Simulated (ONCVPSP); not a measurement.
## aluminium: ONCV pseudisation with LDA (Perdew-Wang 92), scalar-relativistic reference atom.

| Quantity | Value |
| --- | --- |
| Element | aluminium |
| Generator | ONCVPSP 4.0.1 |
| Type | optimised norm-conserving Vanderbilt (ONCV) |
| Functional | LDA (Perdew-Wang 92) |
| Relativity | scalar-relativistic |
| Frozen core | [Ne] |
| Valence charge | 3 |
| Reference configuration | 3s1.5 3p1.5 |
| Partial waves | 3s: rc 1.55 bohr, ncon 4, nbas 7, qcut 3.5 1/bohr, 3 projectors, debl 1.2 Ha; 3p: rc 2.30 bohr, ncon 4, nbas 8, qcut 3.5 1/bohr, 2 projectors, debl 0.8 Ha; d scattering state at 0.27 Ha: rc 2.40 bohr, ncon 4, nbas 8, qcut 3.4 1/bohr, 2 projectors, debl 3.4 Ha |
| Local potential | polynomial inside 1.25 bohr (lpopt 5, dvloc0 0 Ha) |
| Core correction | none |

Poles of the logarithmic derivatives, all-electron (AE) and pseudo (PS). s: poles at 3.8 (AE) and 3.8 (PS) Ha. p: poles at 1.1 (AE) and 1.1, 4.1 (PS) Ha. d: poles at 1.3, 4.5 (AE) and 0.4, 1.9, 4.8 (PS) Ha. Test radii: s 1.57, p 2.33, d 2.43 bohr.

* Cutoffs needed: 9.7 Ha and 47 Ha (the cutoffs (Ha) at which the residual kinetic energy of the hardest occupied pseudo-wave falls to 1 and 0.1 mHa per electron) The cutoffs count occupied waves only; projector 2 of the d channel, the hardest unoccupied one, needs 49 Ha at the loose tolerance.
* Ghost test: ghosts flagged at negative energy: s at -109.9 eV; GHOST(+) flagged for d at 11.0 eV, s at 539.0 eV; a true bound ghost makes a file unfit for plane-wave use
* Largest excitation error: +62 meV (all-electron minus pseudo) for 3s1 3p0, out of 4 test configurations
